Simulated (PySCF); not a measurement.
**Frontier orbitals and the lowest excitations**

Compound: SeMe2, C₂H₆Se.
Structure used (PBE0-D3(BJ)/def2-SVP), in Å, numbered top down from 1:
```xyz
9
C2H6Se angstrom
Se     0.000   -0.001   -1.297
C      1.451   -0.013   -0.010
H      1.414   -0.918    0.613
H      1.416    0.883    0.626
H      2.391   -0.009   -0.579
C     -1.451    0.013   -0.010
H     -1.416    0.920    0.609
H     -1.415   -0.881    0.628
H     -2.391    0.006   -0.580
```

The calculation used TDDFT B3LYP/def2-SVPD, vertical, gas phase, core orbitals frozen in the response (PySCF). The B3LYP/def2-SVPD calculation is non-relativistic and has no spin–orbit coupling, an omission that weighs most on selenium.

Frontier orbitals with the atoms that hold most of them (Löwdin shares over 4%, at most four atoms; ? is withheld):

| orbital | ε (eV) | atoms |
| --- | --- | --- |
| HOMO-3 | -11.20 | C6 26%, C2 26%, H3 10%, H7 10% |
| HOMO-2 | -9.66 | C2 26%, C6 26%, Se1 26%, H5 9% |
| HOMO-1 | -8.48 | Se1 58%, C6 16%, C2 16% |
| HOMO | -5.81 | ? |
| LUMO | ? | ? |
| LUMO+1 | 0.31 | Se1 42%, C6 11%, C2 11%, H8 7% |
| LUMO+2 | 0.56 | Se1 68%, C2 10%, C6 10% |

Question: Give the leading atoms of the LUMO.

Answer: Se1 (bonded to 2 C) 63%; C2 (bonded to Se and 3 H) 10%; C6 (bonded to Se and 3 H) 10%. By element: selenium 63%, carbon 20%.

Question: Which atoms hold the HOMO, and with what shares?

Answer: Se1 (bonded to 2 C) 73%; C2 (bonded to Se and 3 H) 10%; C6 (bonded to Se and 3 H) 10%. By element: selenium 73%, carbon 20%.

Question: What is the LUMO energy, and the HOMO–LUMO gap?

Answer: ε(LUMO) = -0.11 eV; the gap is 5.70 eV (0.2096 hartree).

Question: The HOMO–LUMO gap is 5.70 eV. Where does the response calculation put the lowest singlet, and from which orbitals?

Answer: S1 is at 4.56 eV (f = 0.0000), 1.15 eV below the gap, made of HOMO→LUMO (98%). Without the coupling terms of the response equations the lowest excitation would equal the gap.

Question: Give energy, strength and leading configuration of S1 and S2, and follow the Löwdin shares of the leading atoms from the occupied to the empty orbital.

Answer: 
- S1 (4.56 eV, f 0.0000), HOMO→LUMO (98%): Se1 73% → 63%, C2 10% → 10%
- S2 (5.24 eV, f 0.015), HOMO→LUMO+1 (90%): Se1 73% → 42%, C2 10% → 11%, C6 10% → 11%

On one thread, Arm Neoverse V2 (shared host), this took 6.8 s of wall time.
